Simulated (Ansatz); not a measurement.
Reaction (substitution at a C–Sn bond): `[CH3][SnH]1[BH][NH]1` + `[NH2][Ga]([Cl])[Cl]` → `C[NH][Ga]([Cl])[Cl]` + `[BH]1[NH][SnH2]1`

Program: Ansatz. Geometries: PBE0-D4/def2-TZVP. ΔE: electronic, gas phase. CCSD(T)/CBS adds triple-zeta CCSD(T) − MP2 to the extrapolated MP2 energy (def2 sets, frozen cores). Functionals use def2-TZVPP. Elements past krypton have def2 core potentials. For Ga, Sn outer-core shells are correlated without core-valence functions, which leaves a few kJ/mol of doubt a bond. Scalar relativity is left out up to krypton. One conformer a species, not always the lowest.

```csv
level,ΔE (kcal/mol)
PBE0,14.8
MP2/def2-SVP,11.7
CCSD/def2-TZVPP,15.4
HF/def2-QZVPP,13.9
```

Problem. What does CCSD(T)/CBS give? (Estimate.)

Solution. Computed: +16.9 kcal/mol. The listed levels differ from it by -2.1, -5.2, -1.5, -3.0 kcal/mol.

Largest T1 diagnostic among the species: 0.016.

In def2-TZVPP, CCSD(T) changes the Hartree–Fock value by +1.8 kcal/mol (the triples alone add +0.2 kcal/mol) and MP2 by +3.4 kcal/mol. Leaving LDA and LC-ωPBE aside and taking each functional with its dispersion term where it has one, the values, not all of them listed here, spread over 2.0 kcal/mol, from B97M-V to PBE-QIDH. LDA lies −2.0 kcal/mol from PBE without D4. At CCSD(T), def2-SVP lies −6.9 kcal/mol from the extrapolated value and def2-TZVPP −1.3 kcal/mol.
